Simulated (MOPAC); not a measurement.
MOPAC input (PM3):

```
PM3 1SCF UHF MS=0.5 GEO-OK AUX(PRECISION=9) THREADS=1
IPb

Pb   -0.00000000 1   -0.00000000 1   -1.11148383 1
I     0.00000000 1    0.00000000 1    1.71965423 1
```

Task: What heat of formation does the run end on, and which ionisation energy by Koopmans theorem?

Result: 0.05 kcal/mol; 7.60 eV.
